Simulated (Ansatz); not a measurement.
Born–Oppenheimer molecular dynamics of a periodic cell of 13 atoms, Mg$_{12}$F (host Mg, host structure hcp, interstitial F). It starts from a relaxed structure.

Level of theory: DFT PBE, scalar-relativistic, plane waves, PAW in Ansatz. Settings: accuracy low, cutoff 420 eV, k mesh 3x2x3, fermi-dirac smearing 0.05 eV, no spin polarisation.

```yaml
ensemble: NVT, Langevin thermostat
time_step: 3 fs
steps_asked: 300
set_temperature: 1200 K
friction: 0.02 /fs
seed: 111720
```

First frame:

```xyz
13
Lattice="6.4200 0.0000 0.0000 -4.8150 8.3398 0.0000 0.0000 0.0000 5.2130" Properties=species:S:1:pos:R:3
Mg 0.012 -0.016 -0.053
Mg -0.002 1.785 2.577
Mg -1.666 2.732 0.041
Mg -1.648 4.667 2.546
Mg -3.197 5.595 -0.058
Mg -3.195 7.437 2.615
Mg 3.185 -0.029 -0.008
Mg 3.212 1.813 2.672
Mg 1.639 2.736 0.070
Mg 1.661 4.671 2.559
Mg 0.003 5.630 0.041
Mg -0.020 7.442 2.648
F 0.079 3.781 3.842
```

Problem. What does the run give?

Solution. All steps were run.

```yaml
steps_done: 300
time_covered: 900 fs
mean_temperature_over_the_second_half: 1151 K
spread_of_the_potential_energy_over_the_second_half: 23.0 meV per atom
mean_potential_energy_of_the_second_half_above_the_start: 122.3 meV per atom
```

A run of 0.9 ps of so small a system gives no equilibrium averages. Limits of this set-up: coarse k mesh, odd electron count without spin, a small cell, in which the defect meets its images, a typed lattice constant that wasn't relaxed here, low accuracy level.

Problem. What happens to the structure?

Solution. Mean squared displacements from the first frame to the last, about the centre of mass: Mg 0.22 Å², F 7.91 Å². The details hang on the random start.

Problem. How do temperature and energy run in time?

Solution. 
```json
{"time (fs)": "0", "T (K)": "1108", "potential energy less start (eV)": "0.000"}
{"time (fs)": "75", "T (K)": "1320", "potential energy less start (eV)": "0.953"}
{"time (fs)": "150", "T (K)": "1034", "potential energy less start (eV)": "1.538"}
{"time (fs)": "225", "T (K)": "1193", "potential energy less start (eV)": "1.654"}
{"time (fs)": "300", "T (K)": "671", "potential energy less start (eV)": "1.788"}
{"time (fs)": "375", "T (K)": "1427", "potential energy less start (eV)": "2.118"}
{"time (fs)": "450", "T (K)": "1296", "potential energy less start (eV)": "1.321"}
{"time (fs)": "525", "T (K)": "1177", "potential energy less start (eV)": "1.333"}
{"time (fs)": "600", "T (K)": "1104", "potential energy less start (eV)": "1.900"}
{"time (fs)": "675", "T (K)": "1136", "potential energy less start (eV)": "1.511"}
{"time (fs)": "750", "T (K)": "1250", "potential energy less start (eV)": "2.178"}
{"time (fs)": "825", "T (K)": "866", "potential energy less start (eV)": "1.260"}
{"time (fs)": "900", "T (K)": "1321", "potential energy less start (eV)": "1.788"}
```

The run took 11 min on 2 threads of AMD EPYC 9R45 96-Core Processor (Zen 5), with other jobs on the host, peak memory 0.86 GiB.
